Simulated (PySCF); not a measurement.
Compound: C5H12OSi2.
Geometry (PBE0-D3(BJ)/def2-SVP, Å), atoms numbered from 1 in this order:
```
atom  x, y, z in Å
C1    -3.8516    0.1588   -0.6648
C2    -2.7101    0.5642   -0.6496
C3    -1.3372    1.0533   -0.6003
C4    -0.7029    0.9663    0.8010
C5    -0.6598   -0.4664    1.3306
Si6    1.0079    1.7574    0.8055
O7     1.9969    0.9785   -0.2785
Si8    2.8473   -0.3821   -0.6811
H9    -4.8636   -0.2005   -0.6856
H10   -1.3235    2.0969   -0.9603
H11   -0.7252    0.4790   -1.3185
H12   -1.3153    1.5804    1.4886
H13   -1.6672   -0.9118    1.3447
H14   -0.0289   -1.1115    0.6966
H15   -0.2575   -0.5080    2.3544
H16    1.5962    1.6662    2.1784
H17    0.9257    3.1882    0.3880
H18    1.9565   -1.3428   -1.4000
H19    3.3845   -1.0445    0.5469
H20    3.9765    0.0004   -1.5751
```

Computed with PySCF at PBE0/pcSseg-1 and B3LYP/def2-SVPD, non-relativistic, on one gas-phase PBE0-D3(BJ)/def2-SVP geometry that isn't relaxed in the solvent. The solvent is an IEF-PCM continuum (van der Waals radii × 1.2). The model holds no explicit solvent molecules, cavitation or dispersion.

Gas phase at PBE0/pcSseg-1: HOMO -7.69 eV, LUMO 0.04 eV, dipole 0.66 D.

What does the continuum do to the energy, the frontier levels and the dipole at PBE0/pcSseg-1 in chloroform and dichloromethane?

| solvent | ε | E(solvent) − E(gas) (kJ/mol) | polarisation term (kJ/mol) | distortion of the solute (kJ/mol) | HOMO (eV) | LUMO (eV) | dipole (D) |
| --- | --- | --- | --- | --- | --- | --- | --- |
| chloroform | 4.711 | -11.04 | -11.78 | 0.74 | -7.73 | 0.17 | 0.76 |
| dichloromethane | 8.93 | -13.29 | -14.37 | 1.08 | -7.74 | 0.18 | 0.78 |

The first energy column is the sum of the next two and covers electrostatics alone. From chloroform to dichloromethane the lowering changes by a factor 1.20, Onsager's factor (ε − 1)/(2ε + 1) by 1.18 and ε itself by 1.9.

Give the dipole vector in the frame of the coordinates (D, pointing from negative to positive charge), gas and dichloromethane.

Gas (0.00, -0.35, 0.56), solvent (0.10, -0.36, 0.69). Its length changes by +18 % and its direction by 9°.

Which Mulliken charges (PBE0/pcSseg-1) respond most in chloroform (means over atoms taken as equivalent)?

```tsv
atoms	environment	gas (e)	solvent (e)	change
C1	terminal alkyne carbon	-0.386	-0.409	-0.023
C2	alkyne carbon	+0.180	+0.162	-0.018
H9	alkyne hydrogen	+0.062	+0.077	+0.015
Si8	oxygen-bound silicon	+0.703	+0.713	+0.010
H10	methylene hydrogen	+0.162	+0.172	+0.010
Si6	oxygen-bound silicon	+0.915	+0.923	+0.008
```

Which Mayer bond orders change most in chloroform?

| bond | length (Å) | gas | solvent | change |
| --- | --- | --- | --- | --- |
| C1–C2 | 1.211 | 2.538 | 2.514 | -0.024 |
| C1–H9 | 1.074 | 1.133 | 1.139 | +0.006 |
| C3–H10 | 1.104 | 0.912 | 0.907 | -0.005 |
| C3–H11 | 1.105 | 0.905 | 0.901 | -0.004 |
| C2–C3 | 1.458 | 1.121 | 1.124 | +0.003 |
| C4–Si6 | 1.885 | 0.870 | 0.873 | +0.003 |
| Si6–O7 | 1.661 | 0.887 | 0.885 | -0.002 |
| O7–Si8 | 1.654 | 0.908 | 0.906 | -0.002 |

How do the nuclear quadrupole coupling constants eQVzz/h respond in chloroform?

```json
{"nucleus": "17O at O7", "Q (barn)": "-0.0256", "gas (MHz)": "-6.99", "solvent (MHz)": "-6.97", "η gas": "0.13", "η solvent": "0.14"}
```

Gas phase at B3LYP/def2-SVPD: HOMO -7.47 eV, LUMO -0.37 eV, dipole 0.56 D.

What does the continuum do to the energy, the frontier levels and the dipole at B3LYP/def2-SVPD in chloroform?

```
   solvent      ε  E(solvent) − E(gas) (kJ/mol)  polarisation term (kJ/mol)  distortion of the solute (kJ/mol)  HOMO (eV)  LUMO (eV)  dipole (D)
chloroform  4.711                        -10.02                      -10.85                               0.83      -7.48      -0.24        0.67
```

How does the static polarisability (B3LYP/def2-SVPD, frozen core, with the continuum's full static response) change?

| medium | isotropic (au) | principal values (au) | ⟨r²⟩ of the electrons (bohr²) |
| --- | --- | --- | --- |
| gas | 115.0 | 100.3, 103.6, 141.0 | 1933.9 |
| chloroform | 140.8 | 126.2, 128.2, 168.2 | 1934.3 |

The isotropic value in chloroform is 1.22 times the gas-phase one; no cavity-field correction is applied. ⟨r²⟩ is taken about the centre of nuclear charge.

On an Arm Neoverse N1 with one thread, no GPU, on a shared host, this took 74 s wall and 1.2 GiB of memory at its peak. This is the whole shielding run at PBE0/pcSseg-1 in dichloromethane, SCF included.
